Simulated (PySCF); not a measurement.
[SbCl6]- (charge -1).
Geometry (PBE0-D3(BJ)/def2-SVP, Å), atoms numbered from 1 in this order:
```xyz
7
SbCl6 angstrom
Sb     0.0131   -0.0150   -0.0100
Cl    -0.0027   -0.0259    2.3897
Cl     0.0241   -0.0016   -2.4098
Cl     2.4124    0.0096    0.0071
Cl    -2.3867   -0.0394   -0.0320
Cl    -0.0096    2.3849    0.0049
Cl     0.0413   -2.4146   -0.0183
```

Level of theory: PBE0-D3(BJ)/def2-SVP geometry optimisation, gas phase, def2 core potentials past Kr (PySCF).

Problem. Which atoms are bound to Sb1, and at what distances?

Solution. 6 atoms: Cl4 2.399 Å, Cl2 2.400 Å, Cl7 2.400 Å, Cl3 2.400 Å, Cl6 2.400 Å, Cl5 2.400 Å.

Problem. List the angles at Sb1.

Solution. 
```json
{"angle": "Cl4–Sb1–Cl5", "degrees": "179.9", "distance of the outer atoms (Å)": "4.80"}
{"angle": "Cl2–Sb1–Cl3", "degrees": "179.9", "distance of the outer atoms (Å)": "4.80"}
{"angle": "Cl6–Sb1–Cl7", "degrees": "179.8", "distance of the outer atoms (Å)": "4.80"}
{"angle": "Cl2–Sb1–Cl5", "degrees": "90.1", "distance of the outer atoms (Å)": "3.40"}
{"angle": "Cl3–Sb1–Cl4", "degrees": "90.1", "distance of the outer atoms (Å)": "3.40"}
{"angle": "Cl3–Sb1–Cl7", "degrees": "90.1", "distance of the outer atoms (Å)": "3.40"}
{"angle": "Cl5–Sb1–Cl7", "degrees": "90.1", "distance of the outer atoms (Å)": "3.40"}
{"angle": "Cl5–Sb1–Cl6", "degrees": "90.0", "distance of the outer atoms (Å)": "3.40"}
{"angle": "Cl3–Sb1–Cl6", "degrees": "90.0", "distance of the outer atoms (Å)": "3.40"}
{"angle": "Cl2–Sb1–Cl4", "degrees": "90.0", "distance of the outer atoms (Å)": "3.39"}
{"angle": "Cl4–Sb1–Cl6", "degrees": "90.0", "distance of the outer atoms (Å)": "3.39"}
{"angle": "Cl2–Sb1–Cl7", "degrees": "89.9", "distance of the outer atoms (Å)": "3.39"}
{"angle": "Cl4–Sb1–Cl7", "degrees": "89.9", "distance of the outer atoms (Å)": "3.39"}
{"angle": "Cl2–Sb1–Cl6", "degrees": "89.9", "distance of the outer atoms (Å)": "3.39"}
{"angle": "Cl3–Sb1–Cl5", "degrees": "89.7", "distance of the outer atoms (Å)": "3.39"}
```

Problem. What is the shape at Sb1?

Solution. Octahedral: the three widest angles are 179.9°, 179.9° and 179.8°, the others run from 89.7° to 90.1°.

Problem. What are the rotational constants (commonest isotopes, rigid rotor)?

Solution. A = 628.2, B = 627.4, C = 626.6 MHz: a spherical top.

Point group: Oh (tolerance 0.08 Å). Charge -1, singlet. Whether it is a minimum is left open (no frequencies).
